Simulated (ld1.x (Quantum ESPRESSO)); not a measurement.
## gold, PAW: configuration errors across variants

| Property | Result |
| --- | --- |
| Element | Au |
| Generator | ld1.x (Quantum ESPRESSO) 7.5 |
| Type | PAW |
| Functional | LDA (PZ) |
| Relativity | scalar-relativistic |
| Frozen core | [Xe] 4f14 |
| Valence charge | 11 |
| Reference configuration | 5d10 6s0 6p0 (charge +1) |
| Partial waves | 6s (bound, empty): rcut 1.75, rcutus 2.30 bohr; 6s channel at 0.25 Ry: rcut 1.75, rcutus 2.30 bohr; 6p (bound, empty): rcut 2.95, rcutus 3.20 bohr; 6p channel at -0.05 Ry: rcut 2.95, rcutus 3.20 bohr; 5d (bound): rcut 1.85, rcutus 2.05 bohr; 5d channel at 0.35 Ry: rcut 1.85, rcutus 2.05 bohr |
| Local potential | all-electron potential smoothed inside 2.75 bohr (lloc = -1) |
| Core correction | a·sin(br)/r model core, default radius (core density twice the valence density) |
| Augmentation charge | PSQ, inside the norm-conserving radii |

All-electron excitation energies from the reference (eV): (1) 5d10 6s1 6p0 -9.774; (2) 5d9 6s0 6p0 21.501; (3) 5d8 6s0 6p0 55.668; (4) 5d10 6s0 6p1 -4.376; (5) 5d9 6s2 6p0 -8.173; (6) 5d7 6s0 6p0 103.666; (7) 5d9 6s1 6p0 2.600; (8) 5d10 6s1 6p0 spin -9.908; (9) 5d9 6s0 6p0 spin 21.360.

Spin tests fill each open shell by Hund’s rule, majority spin first.

The default core radius of the base comes out at 1.02 bohr.

The overlap operator is not positive definite (basis up to 400 Ry) in “all radii but the core radius scaled by about 0.77 (s 1.76, p 2.46, d 1.58 bohr, rcut 1.34/2.26/1.42); local potential all-electron potential smoothed inside 2.12 bohr (lloc = -1)”. Such files are unfit for use, however small their errors in these radial tests.

Tests that are not counted but printed errors over 1 eV. “all radii but the core radius scaled by about 0.77 (s 1.76, p 2.46, d 1.58 bohr, rcut 1.34/2.26/1.42); local potential all-electron potential smoothed inside 2.12 bohr (lloc = -1)”: 5d9 6s2 6p0 (solver errors, printed error -15.8 eV); 5d9 6s1 6p0 (solver errors, printed error -4.2 eV); 2 more.

Errors AE − PS in meV (a dash: test not solved or not reliable):

| change | (1) | (2) | (3) | (4) | (5) | (6) | (7) | (8) | (9) | bound ghosts |
| --- | --- | --- | --- | --- | --- | --- | --- | --- | --- | --- |
| base | +2.1 | -37 | -210 | +1.4 | -23 | -633 | -24 | +1.9 | -38 | none |
| augmentation BESSEL, radius 1.80 bohr | +2.6 | -37 | -210 | +2.9 | -19 | -634 | -23 | +2.4 | -38 | none |
| all radii but the core radius scaled by about 0.77 (s 1.76, p 2.46, d 1.58 bohr, rcut 1.34/2.26/1.42); local potential all-electron potential smoothed inside 2.12 bohr (lloc = -1) | – | -37 | -206 | +1.6 | – | -620 | – | – | -37 | not determined (overlap not positive) |
| waves 5d (bound): rcut 1.85, rcutus 2.18 bohr; 5d channel at 0.35 Ry: rcut 1.85, rcutus 2.18 bohr | +2.0 | -38 | -217 | +1.4 | -25 | -658 | -26 | +1.8 | -39 | none |
| waves 6s (bound): rcut 1.75, rcutus 2.60 bohr; 6s channel at 0.25 Ry: rcut 1.75, rcutus 2.60 bohr | +2.3 | -37 | -210 | +1.4 | -20 | -633 | -23 | +2.0 | -38 | none |
| waves 6p (bound): rcut 2.95, rcutus 4.44 bohr; 6p channel at -0.05 Ry: rcut 2.95, rcutus 4.44 bohr | +2.1 | -37 | -210 | +1.8 | -23 | -633 | -24 | +1.9 | -38 | none |

Question: Give the same row for: core correction a·sin(br)/r model core inside 1.80 bohr.

Answer: +2.1, -37, -209, +1.4, -22, -633, -24, +2.0, -38; bound ghosts: none.
